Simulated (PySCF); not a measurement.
Species: C8H20O4Si.
InChI=1S/C8H20O4Si/c1-5-9-13(10-6-2,11-7-3)12-8-4/h5-8H2,1-4H3

Method: TDDFT PBE0/def2-SVPD, vertical, gas phase, core orbitals frozen in the response (PySCF). Isolated species at its PBE0-D3(BJ)/def2-SVP geometry (one conformer only).

Lowest singlets, with some entries withheld (?).

| state | E (eV) | f | main configurations (H = HOMO, L = LUMO) |
| --- | --- | --- | --- |
| S1 | 7.52 | 0.0051 | H→L (56%), H-1→L (32%) |
| S2 | 7.57 | ? | ? |
| S3 | 7.81 | 0.015 | H-2→L (76%) |
| S4 | 7.94 | ? | ? |
| S5 | 8.06 | 0.011 | ? |
| S6 | ? | ? | H→L+2 (46%), H→L+1 (16%), H-5→L (9%) |
| S7 | 8.13 | 0.016 | H→L+1 (46%), H-4→L (24%) |
| S8 | ? | 0.019 | H-1→L+2 (52%), H-1→L+1 (21%), H→L+3 (8%) |
| S9 | 8.19 | 0.014 | H-1→L+1 (53%), H→L+3 (17%) |
| S10 | 8.21 | 0.012 | H→L+3 (59%), H-1→L+2 (21%) |

Question: What stands in place of each question mark?

Answer: 
- S2: f = 0.0084; H-1→L (54%), H→L (34%)
- S4: f = 0.0070; H-3→L (56%), H→L+2 (10%)
- S5: H-4→L (34%), H→L+1 (17%), H→L+2 (12%)
- S6: E = 8.10 eV; f = 0.012
- S8: E = 8.18 eV

Question: How far apart are S1 and S5, in eV and cm⁻¹?

Answer: 8.059 − 7.523 = 0.536 eV, or about 4330 cm⁻¹.

Question: Where do the lowest triplets lie (Tamm–Dancoff)?

Answer: T1 7.38 eV, H-1→L (46%), H→L (34%), H-1→L+1 (9%); T2 7.45 eV, H→L (49%), H-1→L (33%); T3 7.66 eV, H-2→L (69%); T4 7.78 eV, H-3→L (49%), H→L+2 (10%). E(S1) − E(T1) = +0.15 eV.

Question: What is the mean static polarisability from the same response equations?

Answer: 136.0 au (20.16 Å³), with principal values 133.0, 136.6 and 138.5 au.

Without π bonds the low states are Rydberg-like; a valence basis with one diffuse set may place them up to an eV too high.
